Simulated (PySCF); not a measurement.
A side-by-side comparison of computed properties.

First species: C₆H₉O₂ (charge +1).
SMILES: `COC1=CCOC[CH+]1`

Second species: cyclopropylisocyanide, C4H5N.
Atom-mapped SMILES: `[C-:1]#[N+:2][CH:3]1[CH2:4][CH2:5]1` (hydrogens: H6 on C3; H7, H8 on C4; H9, H10 on C5)

Levels: CAM-B3LYP/def2-SVPD for HOMO energy, LUMO energy, HOMO–LUMO gap, static isotropic polarisability and electronic spatial extent ⟨r²⟩ about the centre of nuclear charge; TDDFT CAM-B3LYP/def2-SVPD for lowest singlet excitation; TDA CAM-B3LYP/def2-SVPD for lowest triplet excitation (Tamm–Dancoff); GFN2-xTB for rotational constant A and rotational constant C. Geometries: GFN2-xTB. All species are isolated and taken at one optimised geometry, non-relativistic unless stated. Electronic properties by PySCF.

Dipoles, sizes and rotational constants follow the conformer. The torsions of the flexible species, by atom-mapped SMILES:
- `[CH3:1][O:2][C:3]1=[CH:4][CH2:5][O:6][CH2:7][CH+:8]1`: C1–O2–C3–C4 7°

```tsv
property	column X	column Y
HOMO energy	-9.85 eV	-13.60 eV
LUMO energy	1.20 eV	-7.77 eV
HOMO–LUMO gap	11.05 eV	5.83 eV
lowest singlet excitation	7.30 eV	2.84 eV
lowest triplet excitation (Tamm–Dancoff)	5.80 eV	1.32 eV
static isotropic polarisability	49.9 au	76.2 au
electronic spatial extent ⟨r²⟩ about the centre of nuclear charge	385 bohr²	1001 bohr²
rotational constant A	16.040 GHz	4.768 GHz
rotational constant C	3.564 GHz	1.168 GHz
```

Question: Which column belongs to which species?

Answer: Column X is the second species and column Y the first. The first has 17 atoms and 60 electrons, the second 10 and 36; their charges are +1 and 0, their HOMO energies -13.60 eV and -9.85 eV.

Question: How does each property change from the first species to the second?

Answer: HOMO energy +3.75 eV; LUMO energy +8.97 eV; HOMO–LUMO gap +5.22 eV; lowest singlet excitation +4.46 eV; lowest triplet excitation (Tamm–Dancoff) +4.48 eV; static isotropic polarisability -26.3 au; electronic spatial extent ⟨r²⟩ about the centre of nuclear charge -616 bohr²; rotational constant A +11.272 GHz; rotational constant C +2.396 GHz.

On the first: The vertical singlet–triplet gap S1 − T1 is 1.52 eV (TDDFT singlet less Tamm–Dancoff triplet; S1: HOMO→LUMO, weight 0.68; T1: HOMO→LUMO, weight 0.92). The principal polarisabilities are 51.7, 83.5 and 93.3 au; their mean is the isotropic value.

On the second: The principal polarisabilities are 42.0, 44.1 and 63.6 au; their mean is the isotropic value. In wavenumbers S1 is 58900 cm⁻¹ (1 eV = 8065.54 cm⁻¹).
